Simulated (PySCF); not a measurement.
C7H6O2, SMILES O=Cc1ccc(O)cc1, GFN2-xTB optimised geometry.

```
15

O      3.33    -0.97     0.00
C      2.63     0.01     0.00
C      1.17     0.01     0.00
C      0.45     1.21     0.00
C     -0.93     1.20     0.00
C     -1.62    -0.01     0.00
O     -2.97     0.03     0.00
C     -0.91    -1.21     0.00
C      0.47    -1.20     0.00
H      3.07     1.03     0.00
H      0.98     2.15     0.00
H     -1.49     2.12     0.00
H     -3.33    -0.87     0.00
H     -1.45    -2.15     0.00
H      1.03    -2.12     0.00
```

Density from CAM-B3LYP/def2-TZVP (PySCF 2.14.0) at that geometry.

Minimum of the electron density along straight lines between bonded atoms, close to the bond critical point (lines longer than 1.1 times the sum of covalent radii, or with two minima, are not listed):

| bond | length / Å | ρ at the minimum / e bohr⁻³ | ∇²ρ there / e bohr⁻⁵ | position (fraction from the first atom) |
|---|---|---|---|---|
| O1–C2 | 1.206 | 0.426 | -0.15 | 0.66 |
| C2–C3 | 1.462 | 0.288 | -0.83 | 0.51 |
| C3–C4 | 1.397 | 0.317 | -0.94 | 0.50 |
| C4–C5 | 1.376 | 0.328 | -0.99 | 0.50 |
| C5–C6 | 1.396 | 0.321 | -0.97 | 0.48 |
| C6–O7 | 1.351 | 0.302 | -0.63 | 0.34 |
| C6–C8 | 1.394 | 0.322 | -0.97 | 0.52 |
| C3–C9 | 1.396 | 0.318 | -0.94 | 0.50 |
| C8–C9 | 1.377 | 0.328 | -0.99 | 0.50 |
| C2–H10 | 1.109 | 0.279 | -0.99 | 0.65 |
| C4–H11 | 1.080 | 0.289 | -1.05 | 0.65 |
| C5–H12 | 1.078 | 0.289 | -1.04 | 0.65 |
| O7–H13 | 0.966 | 0.357 | -2.44 | 0.81 |
| C8–H14 | 1.082 | 0.285 | -1.02 | 0.64 |
| C9–H15 | 1.080 | 0.292 | -1.07 | 0.66 |
